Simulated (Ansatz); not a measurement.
One change: `CS[SiH](O)O` becomes `CS[SiH](O)F`.

Ansatz, PBE0-D4/def2-TZVP geometries, multiplicity 1. Each molecule was computed in one conformer, which needn't be the lowest.

```json
{"property": "LUMO energy (PBE/def2-TZVPP) / eV", "`CS[SiH](O)O`": "-0.72"}
{"property": "HOMO energy (PBE0/def2-TZVPP) / eV", "`CS[SiH](O)O`": "-7.06"}
{"property": "size of the dipole moment (ωB97M-V/def2-TZVPP) / D", "`CS[SiH](O)O`": "1.17"}
{"property": "HOMO energy (PBE/def2-TZVPP) / eV", "`CS[SiH](O)O`": "-5.82"}
{"property": "LUMO energy (PBE0/def2-TZVPP) / eV", "`CS[SiH](O)O`": "0.19"}
{"property": "HOMO–LUMO gap (B3LYP/def2-TZVPP) / eV", "`CS[SiH](O)O`": "6.74"}
```

(1) Give the same properties after the change, and the shifts. (Estimate.)

Answers

(1) Computed: 
| property | `CS[SiH](O)F` | shift |
| --- | --- | --- |
| LUMO energy (PBE/def2-TZVPP) / eV | -0.97 | -0.25 |
| HOMO energy (PBE0/def2-TZVPP) / eV | -7.29 | -0.23 |
| size of the dipole moment (ωB97M-V/def2-TZVPP) / D | 1.28 | 0.11 |
| HOMO energy (PBE/def2-TZVPP) / eV | -6.05 | -0.23 |
| LUMO energy (PBE0/def2-TZVPP) / eV | -0.05 | -0.24 |
| HOMO–LUMO gap (B3LYP/def2-TZVPP) / eV | 6.74 | 0.00 |

Dipoles are sizes alone; their direction can turn.

B3LYP here is the variant with VWN-RPA as its local correlation; programs differ in this.
